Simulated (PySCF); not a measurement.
## Two-component Hartree-Fock for W(47+) (tungsten, charge +47)

Start: [Ar] 3d9; 3d3/2 filled at m_j = -1/2, +1/2, +3/2; 3d5/2 filled at m_j = -5/2, -3/2, -1/2, +1/2, +3/2, +5/2. Calculated with PySCF 2.14 in an even-tempered Gaussian basis (15 s from 12 bohr⁻², ratio 2.8; 13 p from 15 bohr⁻², ratio 2.8; 8 d from 15 bohr⁻², ratio 2.8; 3 f from 57 bohr⁻², ratio 3): generalised Hartree-Fock with the X2C-1e Hamiltonian and a Gaussian nucleus; one run each with spin-orbit coupling (SO) screened by Boettger's factors, then bare. This is a chosen level, not necessarily the ground level.

| spinor shell | electrons | ε, screened SO (eV) | ε, bare SO (eV) | weight of nominal j (bare SO) | rms radius, bare SO (bohr) |
| --- | --- | --- | --- | --- | --- |
| 1s1/2 | 2 | -72414.6 | -72413.7 | 1.000 | 0.0208 |
| 2s1/2 | 2 | -14671.2 | -14671.1 | 1.000 | 0.0836 |
| 2p1/2 | 2 | -14127.9 | -14160.4 | 1.000 | 0.0709 |
| 2p3/2 | 4 | -12766.7 | -12756.5 | 1.000 | 0.0785 |
| 3s1/2 | 2 | -5175.2 | -5175.2 | 1.000 | 0.210 |
| 3p1/2 | 2 | -4935.8 | -4943.3 | 1.000 | 0.200 |
| 3p3/2 | 4 | -4624.3 | -4621.9 | 1.000 | 0.215 |
| 3d3/2 | 3 | -4254.3 | -4261.1 | 0.999 | 0.187 |
| 3d5/2 | 6 | -4186.1 | -4182.0 | 1.000 | 0.191 |

```csv
quantity,screened SO,bare SO
E (hartree),-14513.55791,-14514.49904
M_J,3/2,3/2
⟨J²⟩,3.750,3.750
⟨L²⟩,6.060,6.064
⟨S²⟩,0.810,0.814
```

Each row is a mean over spinors that exchange with the open shell spreads, by up to 24.633 eV (3p1/2).

Breit and QED terms are absent; they matter most for the inner s and p1/2 levels.

Densities and radii are taken from the X2C orbitals without a picture-change correction, which distorts them close to the nucleus.
